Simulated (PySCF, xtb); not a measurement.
Si(OSiH3)(Me)2(Cl) (C2H9ClOSi2), SMILES C[Si](C)(Cl)O[SiH3].

GFN2-xTB (xtb 6.7.1) at its own geometry gives an orbital gap of 5.65 eV and a dipole moment of 2.32 D.

Geometry optimised at PBE-D3(BJ)/def2-SVP. One conformer was computed; it need not be the lowest.

Task: What does PySCF with PBE/def2-TZVP give? (Estimate from the structure and the level; the computed values follow.)

Result: gap 6.25 eV (levels -6.98 and -0.72 eV), dipole 1.70 D.
